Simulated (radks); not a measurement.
Values are calculated unless marked as measured or tabulated.
Task: Coherent X-ray form factor from a spherical all-electron density. Level of theory: scalar-relativistic Kohn-Sham, r2SCAN, spin-polarised, spherical densities, finite nucleus; meta-GGA in the generalised Kohn-Sham scheme; Fermi nuclear charge, rms radius of each element as measured or else 0.836 A^(1/3) + 0.57 fm (a radial shooting solver on a logarithmic mesh with Libxc functionals).

| sin(theta)/lambda (1/angstrom) | f0 (electrons) |
|---|---|
| 0.05 | 77.136 |
| 0.1 | 74.745 |
| 0.15 | 71.312 |
| 0.2 | 67.371 |
| 0.25 | 63.336 |
| 0.3 | 59.457 |
| 0.4 | 52.564 |
| 0.5 | 46.875 |
| 0.6 | 42.144 |
| 0.8 | 34.532 |
| 1 | 28.496 |
| 1.25 | 22.768 |
| 1.5 | 18.895 |
| 2 | 14.701 |

The species is in the configuration that NIST lists as its ground one. Which atom or ion scatters so?

Result: The gold ion Au+, [Xe] 4f14 5d10. Extrapolating in s^2 from the first two rows gives f0(0) = 77.9, near the electron count 78; among species with that count, the fall with angle is slower the higher Z, and the table is that of Z = 79; from so few rows the species is fixed only to a neighbour or two.
